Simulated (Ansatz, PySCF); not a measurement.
Potential energy curve for AlO (cation, charge +1), lowest triplet found (which spin is the ground state isn't settled by this scan).

- UHF/6-31G* = unrestricted Hartree-Fock/6-31G*, spherical d run with PySCF
- UCCSDT(Q) = CCSDT(Q) on UHF/cc-pVDZ, frozen core in Ansatz (a first-principles code)
- UKS-B3LYP/3-21G = unrestricted B3LYP/3-21G (PySCF 2.14.0)

Total energies in hartree (comparable only within one method and basis):

```csv
R / Å,UHF/6-31G*,UCCSDT(Q),UKS-B3LYP/3-21G
1.35,-316.29750,-316.46993,-315.34273
1.46,-316.38176,-316.56192,-315.43762
1.55,-316.41689,-316.60398,-315.48349
1.62,-316.43066,-316.62313,-315.50469
1.70,-316.43662,-316.63502,-315.51820
1.77,-316.43615,-316.63931,-315.52348
1.81,-316.43440,-316.63994,-315.52456
1.87,-316.43082,-316.63915,-315.52431
1.96,—,-316.63555,-315.52120
2.01,—,-316.63296,-315.51868
2.10,—,-316.62829,-315.51363
2.23,—,—,-315.50657
```

A dash means that the run gave no value there, or that the column was ended at a point which the program doubted or which failed a test of continuity chosen for this set; such a test can also cut sound points.

The scan ran from 1.35 to 6.40 Å; beyond the distances shown full CI changes its symmetry label. The unrestricted determinant behind UCCSDT(Q) is spin-contaminated at 1.96 to 2.10 Å (<S²> up to 2.1, against 2.00 for a pure triplet).
